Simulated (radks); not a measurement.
Question: Ba IV, configuration [Kr] 4d10 5s2 5p4 5d1 (not the ground configuration). All-electron calculation, Dirac Kohn-Sham, LDA (Slater exchange, Perdew-Wang correlation), spin-unpolarised, spherical densities, point nucleus; open shells fill j = l - 1/2 first. Program: a radial shooting solver on a logarithmic mesh with Libxc functionals.

Spin-orbit splittings of the eigenvalues, e(l+1/2) - e(l-1/2), with zeta = 2 splitting/(2l+1) and mean radii in bohr:

| shell | occ. | splitting (eV) | zeta (eV) | <r> j=l-1/2 | <r> j=l+1/2 |
|---|---|---|---|---|---|
| 2p | 6 | 381.3 | 254.2 | 0.09197 | 0.09796 |
| 3p | 6 | ? | ? | 0.2818 | 0.2937 |
| 3d | 10 | 15.72 | 6.288 | 0.2645 | 0.2683 |
| 4p | 6 | 15.51 | 10.34 | 0.6965 | 0.7240 |
| 4d | 10 | 2.642 | 1.057 | 0.7928 | 0.8028 |
| 5p | 4 | 2.417 | 1.612 | 1.766 | 1.836 |
| 5d | 1 | 0.2749 | 0.1099 | 2.434 | 2.460 |

Estimate the 3p splitting.

Answer: 73.66 eV (zeta = 49.11 eV).
